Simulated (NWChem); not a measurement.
Correlation energy of CF$_{2}$

```
C
F 1 1.3225
F 1 1.3225 2 120.25
```
Charge 0, spin multiplicity 3.

The numbers come from NWChem runs, not from measurements. All single points use one geometry, from UPBE/def2-SVP, a minimum by its harmonic frequencies.

Basis set: STO-3G. Each correlation energy counts from its own Hartree-Fock reference.

The correlated methods keep 3 core orbitals frozen. This spin state was chosen for the runs; another may lie lower. The structure started from a generated list of species. The unpaired electrons of the parent sit in orbitals of symmetry a1 and b2 (C2v labels of the run); other states weren't searched. The stability of the SCF solutions was not checked. Open-shell Hartree-Fock references start from PBE0 orbitals. Coupled-cluster values serve here as a point of comparison, not as the truth.

Task: For the correlation energy, UMP2 gives -62.4 mHa and SCS-UMP2 gives -62.9 mHa. What do CCSD on UHF, CCSD[T] on UHF, CCSD(T) on UHF give?

Result: CCSD on UHF: -81.1 mHa; CCSD[T] on UHF: -85.8 mHa; CCSD(T) on UHF: -84.8 mHa.
